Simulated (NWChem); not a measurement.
Species: SiHSF, singlet; SMILES [Si](F)S

```xyz
4

Si     0.6600     0.6385     0.0000
F     -0.7223     1.5448     0.0000
S     -0.2645    -1.3343     0.0000
H      0.9579    -1.9403     0.0000
```
Atoms are numbered in this order, from 1.

Level: PBE-D3(BJ)/def2-SVP (NWChem), optimised geometry, unscaled harmonic frequencies. Low-valent species are run as closed-shell singlets; no triplet was tried in these runs.

```json
[
 {"frequency (cm⁻¹)": "217", "IR intensity (km/mol)": "3.0"},
 {"frequency (cm⁻¹)": "369", "IR intensity (km/mol)": "6.9"},
 {"frequency (cm⁻¹)": "482", "IR intensity (km/mol)": "64.1"},
 {"frequency (cm⁻¹)": "687", "IR intensity (km/mol)": "53.8"},
 {"frequency (cm⁻¹)": "832", "IR intensity (km/mol)": "82.2"},
 {"frequency (cm⁻¹)": "2608", "IR intensity (km/mol)": "1.9"}
]
```

```yaml
zero_point_energy: 7.4 kcal/mol
thermal correction to the enthalpy at 298.15 K (with zero-point energy): 10.6 kcal/mol
heat capacity Cv: 12.1 cal/(mol K)
entropy at 298.15 K and 1 atm (symmetry number 1): 67.8 cal/(mol K)
dipole_moment: 1.68 D
```

Rigid rotor and harmonic oscillator.
